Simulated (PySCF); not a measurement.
Molecule: `InChI=1S/C3H7FO2S/c1-3(4)7(2,5)6/h3H,1-2H3/t3-/m1/s1`.

Bonds (- single, = double, # triple, : aromatic): C1-C2, C2-F3, C2-S4, S4-C5, S4=O6, S4=O7. C1 carries H8, H9, H10; C2 carries H11; C5 carries H12, H13, H14. Stereochemistry as in C[C@H](F)S(C)(=O)=O.

Frames of a GFN2-xTB Langevin trajectory at 400 K; GIAO PBE0/pcSseg-1 shieldings in PySCF 2.14.0 with density-fitted response routines, gas phase, non-relativistic; equivalent atoms averaged within each frame.

Referencing at the same level of theory: 13C (186.93 ppm), 1H (31.72 ppm) against TMS; 19F (170.95 ppm) vs CFCl3; 33S (503.73 ppm) against CS2; 17O (336.08 ppm) against H2O. The references are static minima.

Task: How do the shifts (ppm) fluctuate along the trajectory?

Result: 
```
         time (fs)     C2    C5    C1      F3   S4     O7     O6   H11  H12/H13/H14  H8/H9/H10
               250  119.5  41.2  13.4  -164.9  311  218.1  184.0  5.90         3.18       2.03
               425  104.6  55.7  17.9  -190.4  314  226.9  208.2  5.34         3.50       2.14
               625  112.6  44.0  24.1  -206.7  313  215.7  226.8  6.55         3.31       2.62
               800  118.3  49.1  18.8  -166.5  325  250.8  224.0  5.34         3.10       1.89
              1000  102.3  34.8   6.2  -199.6  283  184.5  187.2  5.19         2.35       1.40
    mean of frames  111.4  45.0  16.1  -185.6  309  219.2  206.0  5.66         3.09       2.01
standard deviation    7.8   7.9   6.7    19.1   16   23.9   20.0  0.56         0.44       0.44
```

5 frames give an uncertainty of the mean of about the standard deviation over 2.2 at best, since frames this close in time may not be independent; classical motion lacks zero-point vibration, and the reference would need the same averaging.
